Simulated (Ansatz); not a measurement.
Computed with Ansatz on PBE0-D4/def2-TZVP structures; ΔE is electronic, products minus reactants. CCSD(T)/CBS adds triple-zeta CCSD(T) − MP2 to the extrapolated MP2 energy (def2 sets, frozen cores). Functionals use def2-TZVPP. One conformer a species, not always the lowest.

Consider the formal exchange of groups at a B–C bond: `CSCB(N)F` + `CSC` → `CSB(N)F` + `CCSC`.

```csv
level,ΔE (kJ/mol)
ωB97X-V,-52.3
r2SCAN,-55.4
CCSD(T)/def2-TZVPP,-54.2
MP2/def2-QZVPP,-55.1
```

(1) What does CCSD(T)/CBS give? (An estimate is asked.)

Largest T1 diagnostic among the species: 0.011.

Answers

(1) Computed: -52.9 kJ/mol. The listed levels differ from it by 0.6, -2.5, -1.3, -2.2 kJ/mol.
